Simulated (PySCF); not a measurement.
Structure problem from calculated spectra and properties.

Formula: C4H7F3N2.

| Quantity | Value |
| --- | --- |
| Triplet | lowest triplet excitation (Tamm–Dancoff): 3.54 eV [TDA CAM-B3LYP/def2-SVPD] |
| 1H NMR | chemical shifts (computed TMS as zero) by class: 6.17 (1 H), 3.41 (3 H), 2.09 (3 H) ppm [GIAO PBE0/pcSseg-1] |
| Dipole | 2.34 D [CAM-B3LYP/def2-SVPD] |
| Rotational structure | rotational constants A, B, C: 2.614, 1.086, 0.896 GHz [GFN2-xTB] |
| 13C NMR | chemical shifts (computed TMS as zero) by class: 132.7 (1 C), 115.6 (1 C), 42.8 (1 C), 21.6 (1 C) ppm [GIAO PBE0/pcSseg-1] |
| Polarisability | 73.5 au [CAM-B3LYP/def2-SVPD] |
| UV, first state | lowest singlet excitation: 5.77 eV (215 nm, f = 0.377) [TDDFT CAM-B3LYP/def2-SVPD] |
| NMR, other nuclei | isotropic shieldings of nuclei other than C and H, by class: -109 (1 N), 140 (1 N), 251 (3 F) ppm [GIAO PBE0/pcSseg-1] |

Gas-phase values; electronic properties from PySCF, density fitting. Levels stand in brackets. The structure is a single GFN2-xTB conformer in the gas phase; no vibrational or solvent corrections. Each NMR value is the plain mean over a class of atoms that symmetry, rotation or inversion makes alike.

Q: Give a SMILES that accounts for the data.

A: Numbering: `[CH3:1][NH:2]/[N:3]=[C:4](/[CH3:5])[C:6]([F:7])([F:8])[F:9]`. Its formula, C4H7F3N2, gives 1 degree of unsaturation: 0 rings and 1 π bond in the structure found. 4 carbons fall into 4 classes; from least to most shielded: CF3 carbon [C6] (132.7 ppm), C=N carbon [C4] (115.6 ppm), N-methyl carbon [C1] (42.8 ppm), methyl carbon [C5] (21.6 ppm). Hydrogen classes from least to most shielded: 1 H on a nitrogen bonded to C, N and H, N2 (6.17 ppm), 3 H on an N-methyl carbon, C1 (3.41 ppm), 3 H on a methyl carbon, C5 (2.09 ppm). The other shieldings belong to: -109 ppm, C=N nitrogen [N3]; 140 ppm, nitrogen bonded to C, N and H [N2]; 251 ppm, fluorine of a CF3 group [F7/F8/F9]. By its constants the optimised geometry is an asymmetric top. Structure: `CN/N=C(/C)C(F)(F)F`. Computed isomers that give other values at the same levels: `CCN/N=C\C(F)(F)F` (13C chemical shifts (computed TMS as zero) by class: 129.3 (1 C), 112.9 (1 C), 51.9 (1 C), 18.4 (1 C) ppm). The assignments are read from this structure; whether some other isomer fits the data as well wasn't checked.

Shape of the structure used: `[CH3:1][NH:2]/[N:3]=[C:4](/[CH3:5])[C:6]([F:7])([F:8])[F:9]`: C1–N2–N3–C4 -173°, N3–C4–C6–F7 -114°.
